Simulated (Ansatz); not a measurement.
This geometry of C3H8O2SSi (15 atoms, charge 0, multiplicity 1) is a first-order saddle point.

Theory: RKS PBE/STO-3G (Ansatz).

```xyz
15
Properties=species:S:1:pos:R:3
C -0.007 -1.942 -0.738
C 0.237 -0.449 -0.321
O -0.944 0.420 -0.443
C 1.338 0.346 -1.097
O 0.958 1.491 -1.547
S 0.862 -0.154 1.413
Si -0.801 1.229 1.682
H -1.072 -2.073 -1.006
H 0.613 -2.214 -1.614
H 0.234 -2.631 0.093
H -0.434 1.185 -1.038
H 2.387 -0.044 -1.170
H -2.142 0.666 1.771
H -0.745 2.507 0.977
H -0.506 1.613 3.065
```

Question: Which two structures does it join? (They come from a converged band through this point; their orientation in space is the band's.)

Answer: No bond is made or broken. The dihedral H9–C1–C2–S6 goes from -60 to -180°. The two ends are copies of one structure, up to a mirror image or an exchange of like atoms.

Initial state:

```xyz
15
Properties=species:S:1:pos:R:3
C -0.064 -1.912 -0.779
C 0.183 -0.428 -0.375
O -1.037 0.382 -0.236
C 1.070 0.430 -1.338
O 0.557 1.562 -1.673
S 1.120 -0.158 1.214
Si -0.507 1.148 1.848
H -0.621 -1.962 -1.735
H 0.901 -2.440 -0.901
H -0.652 -2.428 0.003
H -0.694 1.181 -0.901
H 2.102 0.096 -1.622
H -1.782 0.525 2.180
H -0.638 2.442 1.186
H 0.040 1.512 3.158
```

Final state:

```xyz
15
Properties=species:S:1:pos:R:3
C -0.010 -1.932 -0.736
C 0.232 -0.450 -0.320
O -0.942 0.426 -0.456
C 1.349 0.331 -1.087
O 0.983 1.478 -1.544
S 0.833 -0.176 1.424
Si -0.813 1.232 1.674
H -0.778 -2.391 -0.085
H -0.357 -1.983 -1.786
H 0.928 -2.513 -0.642
H -0.421 1.185 -1.049
H 2.398 -0.063 -1.139
H -2.162 0.684 1.745
H -0.732 2.509 0.971
H -0.531 1.612 3.061
```

Question: How far does it lie above each of them?

Answer: 8.0 kJ/mol above the first and 8.0 kJ/mol above the second. This is the barrier of this one path; another mechanism may lie lower. Limits of this set-up: minimal basis.

Run time: 5.1 min on 1 thread of Arm Neoverse N1, on a shared host, peak memory 0.13 GiB.
